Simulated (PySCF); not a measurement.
C₃H₇BF₂O, SMILES CO[C@H](C)B(F)F. Geometry optimised at PBE-D3(BJ)/def2-SVP. The structure was generated by enumeration; whether it is a known compound was not checked. The values are those of a single conformer.

Problem. Give the equilibrium geometry at PBE-D3(BJ)/def2-SVP (PySCF confirms it by a frequency run) as a Z-matrix. (The exact figures need the calculation; the answer reports its results.)

Solution. One answer among several that fit: 
```
C
O 1 1.4197
C 2 1.4076 1 114.64
H 3 1.1076 2 107.38 1 -174.48
H 3 1.1163 4 108.01 2 122.53
H 3 1.1187 4 108.41 5 116.39
H 1 1.1260 2 109.80 3 49.11
C 1 1.5408 7 107.44 2 124.31
H 8 1.1079 1 110.47 7 61.68
H 8 1.1083 9 107.54 1 122.42
H 8 1.1089 9 108.38 10 116.41
B 1 1.5819 7 105.56 2 -116.91
F 12 1.3261 1 123.43 7 116.88
F 12 1.3355 13 116.93 1 179.63
```
Charge 0, spin multiplicity 1.
